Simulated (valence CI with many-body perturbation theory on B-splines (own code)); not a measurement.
## Ir5+: calculated level list

Level of theory: valence CI with perturbative core correlation (CI+MBPT): four valence electrons over a frozen Dirac-Fock core [Xe] 4f14, radial functions for each j: 7 s, 7 p, 8 d, 6 f, 4 g, 1 h, with the one-electron correlation potential Σ1 (screened to all orders), the two-electron term Σ2, the three-electron term Σ3, Breit, model QED; selected single and double excitations, second order for the rest, scaled by the run's own slope (own B-spline code, finite nucleus).

No measured spectrum was set against this ion. As an estimate, terms of the open shell hold to 2 to 4 % of their energy, and close levels can change places; different configurations can be misplaced against each other by 1,000 to 8,000 cm⁻¹. The list stops below the first excitations out of the core.

Levels 46 to 90 of 190, with energies above the lowest level, (5d3/2^4) J=0. "Leading %" is the weight of the configuration and term that name the level; weights of strongly mixed levels are sums over their largest components and can fall short. In the jj column 3d3/2^4 stands for four electrons in 3d with j = 3/2. Lifetimes count E1, E2, E3, M1 and M2 decay at the calculated energies, and are blank where another channel may lead or the interval is too uncertain; long ones can be off by a factor of two.

```csv
No.,Configuration,Term,J,E (cm⁻¹),Leading %,g,Second component,Lifetime,Leading jj
46,5d3 6s,5P,3,135690,90,1.620,5 % 5d3 6s 3D,140 μs,5d3/2 5d5/2^2 6s (59 %)
47,5d3 6s,3P,0,136510,98,,,172 μs,5d3/2^2 5d5/2 6s (91 %)
48,5d3 6s,3H,5,138200,46,1.146,23 % 5d3 6s 5F,172 μs,5d3/2^2 5d5/2 6s (43 %)
49,5d3 6s,3G,4,139380,41,1.077,36 % 5d3 6s 1G,141 μs,5d3/2^2 5d5/2 6s (48 %)
50,5d3 6s,3G,3,140000,46,0.945,43 % 5d3 6s 3F,140 μs,5d3/2 5d5/2^2 6s (86 %)
51,5d3 6s,3D,2,143160,32,1.385,31 % 5d3 6s 5P,138 μs,5d3/2 5d5/2^2 6s (83 %)
52,5d3 6s,3F,4,143680,53,1.057,40 % 5d3 6s 3H,130 μs,5d3/2 5d5/2^2 6s (93 %)
53,5d3 6s,3P,1,144960,61,1.555,18 % 5d3 6s 1P,135 μs,5d3/2 5d5/2^2 6s (79 %)
54,5d3 6s,3H,6,146880,99,1.167,,161 μs,5d3/2 5d5/2^2 6s (99 %)
55,5d3 6s,3P,2,149030,57,1.310,23 % 5d3 6s 3D,115 μs,5d3/2 5d5/2^2 6s (55 %)
56,5d3 6s,3P,1,149380,55,1.058,39 % 5d3 6s 3D,137 μs,5d3/2 5d5/2^2 6s (82 %)
57,5d3 6s,3H,5,150520,47,1.080,24 % 5d3 6s 1H,149 μs,5d3/2 5d5/2^2 6s (71 %)
58,5d3 6s,3P,0,150890,97,,,105 μs,5d3/2 5d5/2^2 6s (91 %)
59,5d3 6s,3D,3,151040,89,1.323,5 % 5d3 6s 3F,135 μs,5d3/2 5d5/2^2 6s (70 %)
60,5d3 6s,1H,5,155740,61,1.082,33 % 5d3 6s 3G,119 μs,5d3/2 5d5/2^2 6s (49 %)
61,5d3 6s,3F,3,155880,85,1.107,9 % 5d3 6s 3D,116 μs,5d3/2 5d5/2^2 6s (62 %)
62,5d3 6s,3F,2,156030,37,0.999,25 % 5d3 6s 3D,122 μs,5d3/2^2 5d5/2 6s (44 %)
63,5d3 6s,3F,4,156770,90,1.230,8 % 5d3 6s 3G,122 μs,5d3/2 5d5/2^2 6s (82 %)
64,5d3 6s,3F,2,157060,43,1.044,32 % 5d3 6s 3P,118 μs,5d3/2 5d5/2^2 6s (91 %)
65,5d3 6s,1G,4,158810,49,1.044,20 % 5d3 6s 3F,111 μs,5d5/2^3 6s (82 %)
66,5d3 6s,1D,2,160620,45,1.203,34 % 5d3 6s 3P,117 μs,5d5/2^3 6s (60 %)
67,5d3 6s,1P,1,163560,51,1.062,29 % 5d3 6s 3P,114 μs,5d5/2^3 6s (70 %)
68,5d3 6s,1F,3,163780,83,1.033,9 % 5d3 6s 3D,116 μs,5d3/2 5d5/2^2 6s (71 %)
69,5d3 6s,3D,1,178430,95,0.524,,95.7 μs,5d3/2 5d5/2^2 6s (76 %)
70,5d3 6s,3D,2,179240,84,1.145,7 % 5d3 6s 1D,96.4 μs,5d3/2 5d5/2^2 6s (56 %)
71,5d3 6s,3D,3,180390,76,1.284,12 % 5d3 6s 1F,97.4 μs,5d5/2^3 6s (69 %)
72,5d3 6p,5G°,2,184590,61,0.509,27 % 5d3 6p 3F°,891 ps,5d3/2^3 6p1/2 (77 %)
73,5d3 6s,1D,2,186890,86,1.004,5 % 5d3 6s 3F,88.0 μs,5d5/2^3 6s (49 %)
74,5d3 6p,3D°,1,188570,48,0.471,34 % 5d3 6p 5F°,197 ps,5d3/2^3 6p1/2 (68 %)
75,5d3 6p,5G°,3,193460,72,0.948,14 % 5d3 6p 3F°,612 ps,5d3/2^2 5d5/2 6p1/2 (86 %)
76,5d3 6p,3D°,2,194970,37,1.093,31 % 5d3 6p 5F°,250 ps,5d3/2^2 5d5/2 6p1/2 (87 %)
77,5d3 6p,5G°,4,199640,46,1.096,13 % 5d3 6p 3H°,477 ps,5d3/2^2 5d5/2 6p1/2 (64 %)
78,5d3 6p,5D°,1,201840,39,1.322,14 % 5d3 6p 3D°,217 ps,5d3/2^2 5d5/2 6p1/2 (74 %)
79,5d3 6p,5D°,0,202550,60,,28 % 5d3 6p 3P°,191 ps,5d3/2^2 5d5/2 6p1/2 (83 %)
80,5d3 6p,5D°,3,202550,28,1.267,27 % 5d3 6p 5F°,165 ps,5d3/2^2 5d5/2 6p1/2 (55 %)
81,5d3 6p,5D°,2,202870,30,1.217,12 % 5d3 6p 3D°,236 ps,5d3/2^2 5d5/2 6p1/2 (77 %)
82,5d3 6p,3G°,5,203040,29,1.124,16 % 5d3 6p 3H°,442 ps,5d3/2^2 5d5/2 6p1/2 (78 %)
83,5d3 6p,5D°,4,207090,33,1.251,28 % 5d3 6p 3F°,134 ps,5d3/2^2 5d5/2 6p1/2 (67 %)
84,5d3 6p,5P°,1,207980,31,1.509,14 % 5d3 6p 5F°,145 ps,5d3/2^2 5d5/2 6p1/2 (73 %)
85,5d3 6p,5D°,0,209060,54,,28 % 5d3 6p 3P°,136 ps,5d3/2^3 6p3/2 (76 %)
86,5d3 6p,5D°,1,210400,40,1.072,21 % 5d3 6p 5F°,106 ps,5d3/2^3 6p3/2 (51 %)
87,5d3 6p,3G°,3,211190,46,0.980,13 % 5d3 6p 5D°,151 ps,5d3/2^3 6p3/2 (51 %)
88,5d3 6p,5F°,2,211850,35,1.144,27 % 5d3 6p 5D°,119 ps,5d3/2^3 6p3/2 (49 %)
89,5d3 6p,3H°,4,212090,49,0.991,24 % 5d3 6p 5G°,345 ps,5d3/2 5d5/2^2 6p1/2 (58 %)
90,5d3 6p,3D°,3,214240,20,1.197,16 % 5d3 6p 5D°,167 ps,5d3/2 5d5/2^2 6p1/2 (46 %)
```

Where two levels of one J and parity lie close, their mixing, g and order are uncertain.
